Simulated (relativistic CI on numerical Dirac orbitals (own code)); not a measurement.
## How well does a small relativistic CI reproduce Ni⁶⁺?

Calculated at this level of theory: Dirac-Coulomb-Breit CI, KLI orbitals optimised for each configuration, a model potential for QED, valence Slater integrals scaled by 0.9, configuration energies shifted to the measured levels that pair with them (semi-empirical) (own radial code, finite nucleus).

Configuration list (outside the closed core [Ne]): 3s²3p⁶3d⁴, 3s²3p⁶3d³4p, 3s²3p⁵3d⁵, 3s²3p⁶3d³4s, 3s²3p⁴3d⁶, 3s3p⁶3d⁵, 3s²3p⁶3d³4d, 3s²3p⁶3d³5s, 3s²3p⁶3d³4f, 3s²3p⁶3d³5p, 3s²3p⁶3d³5d, 3s²3p⁶3d²4s², 3s²3p⁶3d³5f, 3s²3p⁶3d³5g, 3p⁶3d⁶, 3s²3p⁶3d²4s4p, 3s²3p⁵3d⁴4s, 3s²3p⁶3d²4p², 3s²3p⁵3d⁴4p, 3s²3p⁶3d²4s4d, 3s3p⁵3d⁶, 3s²3p⁶3d²4p4d, 3s²3p⁵3d⁴4d, 3s²3p⁵3d⁴5s. Levels of other configurations are missing.

```
Configuration  Term (tabulated)  J  Measured (cm⁻¹)  Computed  Error  Purity (%)
    3s²3p⁶3d⁴                5D  0              0.0         0      0          98
    3s²3p⁶3d⁴                5D  1            279.0       280      1          99
    3s²3p⁶3d⁴                5D  2            804.0       799     -5          99
    3s²3p⁶3d⁴                5D  3           1520.0      1507    -13          99
    3s²3p⁶3d⁴                5D  4           2392.0      2357    -35          99
    3s²3p⁶3d⁴                3P  0          30077.0     27521  -2556          96
    3s²3p⁶3d⁴                3H  4          31672.0     32347    675          79
    3s²3p⁶3d⁴                3P  1          31836.0     29278  -2558          98
    3s²3p⁶3d⁴                3H  5          32286.0     33092    806          96
    3s²3p⁶3d⁴                3H  6          32877.0     33694    817          99
    3s²3p⁶3d⁴              3F †  2          34247.0     33016  -1231          98
    3s²3p⁶3d⁴              3F †  3          34317.0     33196  -1121          93
    3s²3p⁶3d⁴                3P  2          34555.0     31954  -2601          98
    3s²3p⁶3d⁴                3F  4          34576.0     33596   -980          79
    3s²3p⁶3d⁴                3G  3          38160.0     38132    -28          93
    3s²3p⁶3d⁴                3G  4          38746.0     38719    -27          91
    3s²3p⁶3d⁴                3G  5          39247.0     39299     52          95
  3s²3p⁶3d³4p               5D°  3         468690.0    468415   -275          74
  3s²3p⁶3d³4p               5D°  1         469175.0    468843   -332          73
  3s²3p⁶3d³4p               5D°  4         469844.0    469473   -371          92
  3s²3p⁶3d³4p               5F°  3         471096.0    470931   -165          77
  3s²3p⁶3d³4p               3D°  2         471976.0    471946    -30          63
  3s²3p⁶3d³4p               5F°  4         472067.0    471945   -122          88
  3s²3p⁶3d³4p               5F°  5         472907.0    472819    -88          88
  3s²3p⁶3d³4p               3D°  3         473360.0    473330    -30          83
  3s²3p⁶3d³4p               3G°  3         476258.0    476439    181          96
  3s²3p⁶3d³4p               3G°  4         477261.0    477408    147          93
  3s²3p⁶3d³4p               3G°  5         478534.0    478643    109          89
  3s²3p⁶3d³4p               3F°  2         479950.0    480160    210          96
  3s²3p⁶3d³4p               3F°  3         481091.0    481272    181          95
  3s²3p⁶3d³4p               3F°  4         482229.0    482406    177          96
  3s²3p⁶3d³4p               5P°  1         486151.0    487405   1254          82
  3s²3p⁶3d³4p               5P°  2         487207.0    488586   1379          86
  3s²3p⁶3d³4p               5P°  3         488665.0    490040   1375          90
  3s²3p⁶3d³4p               3G°  3         493743.0    493993    250          75
  3s²3p⁶3d³4p               3G°  4         495087.0    495359    272          57
  3s²3p⁶3d³4p               3G°  5         496340.0    496340      0          80
  3s²3p⁶3d³4p               3G°  5         511464.0    510546   -918          85
  3s²3p⁶3d³4p             3G° †  4         511698.0    510895   -803          88
  3s²3p⁶3d³4p             3G° †  3         511991.0    510493  -1498          87
```

Measured levels from Corliss and Sugar, J. Phys. Chem. Ref. Data 10, 197 (1981); pairs were made by configuration, J and term (by order where the table uses no LS term), so strongly mixed levels may be paired wrongly.

Mean error by configuration (cm⁻¹): 3s²3p⁶3d⁴ -461; 3s²3p⁶3d³4p 153. Over the excited levels the mean absolute error is 543 cm⁻¹ (39 of the 42 excited levels that our extract of the source holds in range could be paired, and the others can miss by more), and the median relative error of those above 1,000 cm⁻¹ is 0.071 %, both after the shifts were fitted to these levels, so that a configuration with one level shows no error. † marks terms whose computed intervals miss the measured ones by more than a factor of 2.5, or configurations far off the rest, from wrong mixing, a near crossing or a doubtful label or measurement; they are left out of the means.

Configurations whose levels could be paired with our table of measured levels were shifted onto them, all but the ground configuration, by the median error of their levels; single terms can still be off by 1,000 to 2,000 cm⁻¹ or more, and rates follow the energies as ν³ (E1, M1) or ν⁵ (E2). The others borrow a shift and can be off by several thousand cm⁻¹ or more. 39 of the 42 excited levels that our extract of the measured tables holds in this range could be paired (the sources list more); they are missed by 607 cm⁻¹ on average and 2601 at most, after the shifts were fitted to these levels, and levels without a partner can miss by more.

Shifts applied (cm⁻¹): 3s²3p⁶3d⁴ 0; 3s²3p⁶3d³4p -13653.
